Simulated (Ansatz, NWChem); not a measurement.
# AgH (SMILES [AgH]): methods side by side

The species is AgH (2 atoms), meant as a singlet with charge 0. SMILES: `[AgH]`. The bond length is the measured one.

```xyz
2

Ag    0.0000    0.0000    0.0000
H     0.0000    0.0000    1.6181
```

Quantity: the energy change with the Ag1–H2 bond stretched from 1.618 to 1.861 Å, in eV. The values are calculated.

```csv
level,kind,program,value (eV),CPU time (all runs)
HF/def2-TZVPP (core potential) (restricted),Hartree–Fock,NWChem,0.06,23 s
SVWN5/def2-TZVPP (core potential) (restricted),LDA,Ansatz,0.34,2.9 s
PBE/def2-TZVPP (core potential) (restricted),GGA,NWChem,0.26,31 s
HSE06/def2-TZVPP (core potential) (restricted),range-separated hybrid,Ansatz,0.25,4.8 s
B2PLYP/def2-TZVPP (core potential) (restricted),double hybrid,Ansatz,0.27,5.9 s
PBE-QIDH/def2-TZVPP (core potential) (restricted),double hybrid,Ansatz,0.28,6 s
BCCD(T)/def2-TZVPP (core potential) (restricted),coupled cluster or CI,Ansatz,0.27,11 s
CCSD/def2-TZVPP (core potential) (restricted),coupled cluster or CI,NWChem,0.25,97 s
```

The first shape isn't each level's own minimum. The values span 0.06 to 0.34 eV. CPU times are rough (shared hosts, several kinds of processor): they show what a rung costs within a factor of a few.
